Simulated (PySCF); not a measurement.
Computed shifts of a molecule C3H9AlO, HF/pcSseg-1 (PySCF), GIAO, gas phase, atoms alike by connectivity averaged where their shifts nearly agree, in ppm (number of nuclei): ¹H: 4.53 (1), 2.66 (1), 1.44 (6), 0.01 (1). ¹³C: 20.1 (2), 8.4 (1). References: ¹H against TMS (σ = 31.99 ppm); ¹⁷O against H2O (σ = 333.0 ppm); ¹³C against TMS (σ = 192.6 ppm), references at their B3LYP-D3(BJ)/def2-TZVP geometries, non-relativistic. Geometry optimised at PBE0-D3(BJ)/def2-SVP. Other conformers were not sampled.

Task: Which molecule gave these data?
A. C[CH](C)[AlH][OH]
B. CC[O][AlH][CH3]
C. CC[CH2][AlH][OH]
D. C[CH2][AlH][O]C

Result: A, C[CH](C)[AlH][OH]
